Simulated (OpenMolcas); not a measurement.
Lines of Mo2+: computed and rescaled rates

| Item | Value |
| --- | --- |
| Program | OpenMolcas 26.06 |
| Method | MS-CASPT2, IPEA 0.25 Eh, imaginary shift 0.1 Eh (closed shells correlated: 4s 4p) |
| Basis | ANO-RCC-VTZP [7s6p4d2f1g] |
| Scalar Hamiltonian | DKH2, point nucleus |
| Active space | 4 electrons in 10 orbitals (4d 5d) |
| State averaging | 2S+1 = 5 even, 5 roots; 2S+1 = 3 even, 45 roots; 2S+1 = 1 even, 49 roots |
| Spin-orbit coupling | state interaction with AMFI integrals over the reference wave functions, term energies averaged over their components |

Rates come from the transition moments of the reference wave functions (E1 and E2 in the length form). At fixed line strength A goes as λ^-3 for E1 and M1 and as λ^-5 for E2, so a rate at the computed wavelength can be rescaled to the measured one. Measured vacuum wavelengths follow from level energies in Sugar and Musgrove, J. Phys. Chem. Ref. Data 17, 155 (1988). Branching counts decays inside the model space alone, at computed energies, and the table is only a selection of the E2 and M1 lines, drawn from those between levels with measured partners whose computed energy lies within a factor of 1.5 of the measured one.

```csv
Upper,Lower,Type,λ computed (nm),λ measured (nm),A computed (s-1),A rescaled (s-1),Branching %
4d⁴ ¹S₀,4d⁴ ³P₁(1),M1,884.1,954.2,1.95e+00,,99.8
4d⁴ ¹G₄(2),4d⁴ ¹I₆,E2,561.5,630,1.42e+00,7.99e-01,45.8
4d⁴ ³P₀(1),4d⁴ ⁵D₁,M1,856,916.8,1.30e+00,,99.9
4d⁴ ³P₁(1),4d⁴ ⁵D₂,M1,801,844.4,9.80e-01,,89.3
4d⁴ ³F₄(1),4d⁴ ⁵D₄,M1,745.9,804.9,6.44e-01,,78.4
4d⁴ ³P₂(1),4d⁴ ⁵D₃,M1,724.9,761.4,6.28e-01,,86.2
4d⁴ ¹G₄(1),4d⁴ ³F₄(1),M1,1409,1583,4.76e-01,,41.5
4d⁴ ³F₃(1),4d⁴ ⁵D₃,M1,727.8,785.9,3.97e-01,,64.4
4d⁴ ³D₃,4d⁴ ⁵D₄,M1,531.6,567.7,3.74e-01,,57.3
4d⁴ ¹D₂(1),4d⁴ ³F₃(1),M1,995,1129,3.59e-01,,34.1
4d⁴ ³D₂,4d⁴ ⁵D₁,M1,486.8,517.2,2.06e-01,,34.6
4d⁴ ³F₂(1),4d⁴ ⁵D₂,M1,701,754.1,2.00e-01,,59.3
4d⁴ ¹I₆,4d⁴ ³H₆,M1,1489,1543,1.56e-01,,53.4
4d⁴ ¹I₆,4d⁴ ³H₅,M1,1377,1426,1.35e-01,,46.2
4d⁴ ³F₂(1),4d⁴ ⁵D₁,M1,680.8,730.6,1.26e-01,,37.3
4d⁴ ³G₄,4d⁴ ⁵D₄,M1,641.8,693.9,7.24e-02,,48.2
4d⁴ ³G₅,4d⁴ ³H₅,M1,2777,2908,5.72e-02,,36.1
4d⁴ ³G₅,4d⁴ ³F₄(1),M1,3843,4135,5.29e-02,,33.4
4d⁴ ³H₄,4d⁴ ⁵D₄,M1,845.4,925.3,4.14e-02,,82.8
4d⁴ ⁵D₃,4d⁴ ⁵D₂,M1,17970,17990,7.96e-03,7.93e-03,100.0
4d⁴ ⁵D₄,4d⁴ ⁵D₃,M1,15260,15420,7.59e-03,7.36e-03,100.0
4d⁴ ³H₅,4d⁴ ³H₄,M1,17250,16780,4.77e-03,5.18e-03,94.6
4d⁴ ⁵D₂,4d⁴ ⁵D₁,M1,23650,23460,4.26e-03,4.36e-03,100.0
4d⁴ ³H₆,4d⁴ ³H₅,M1,18380,18670,3.37e-03,3.22e-03,98.8
4d⁴ ⁵D₁,4d⁴ ⁵D₀,M1,42170,41320,7.13e-04,7.58e-04,100.0
```

Spin-changing lines and M1 lines between different terms are not rescaled, since their strength hangs on the term gaps too.

The largest correction is for 4d⁴ ¹G₄(2) → 4d⁴ ¹I₆ (E2): 1.42e+00 × (561.5 / 630)^5 = 7.99e-01 s-1, a factor of 0.56.

The computed rate and branching of 4d⁴ ⁵D₁ → 4d⁴ ⁵D₀ give the upper level a radiative lifetime of 1.000 / 7.13e-04 s-1 = 1.40e+03 s, counting decays inside the model space alone. The rescaled rate gives about 1.3e+03 s.

The computed order of these levels differs from the measured one in 2 places, and where term gaps are wrong the rates of spin-changing lines can be off by large factors.

These are rates of the free ion; in crystals, glasses and complexes forced electric-dipole and non-radiative decay shorten such lifetimes by orders of magnitude. No measured rate stands beside these. Rescaling mends the energy factor alone: line strengths can still be far off where a level mixes with configurations outside the active space, and weak or spin-changing lines hang on small mixing coefficients that depend on the term gaps too, so rescaling need not improve them.

CASPT2 breaks the degeneracy within a term, and the mean is taken; among the terms shown or strongly mixed into the levels shown the widest spread is 850 cm-1 (4d⁴ ¹I). Some levels mix across a computed gap that differs much from the measured one, so their mixing is not that of the real levels. Active for correlation alone: 5d; no level in the range computed is led by a configuration that fills it, so any true level of that kind is missing. The CASPT2 spread within a term exceeds the gap to the next term for 4d⁴ ³D and 4d⁴ ¹I, 4d⁴ ¹I and 4d⁴ ¹G(1), so the order of their levels is uncertain. Computed and measured levels are paired by configuration, term and J; levels that our copy of the source lacks, or whose pairing is in doubt (as where it misses far off the trend of its configuration), stay unpaired. Levels of configurations outside the active space are missing.

A number in round brackets counts repeated terms of one configuration in the order of the reference energies.
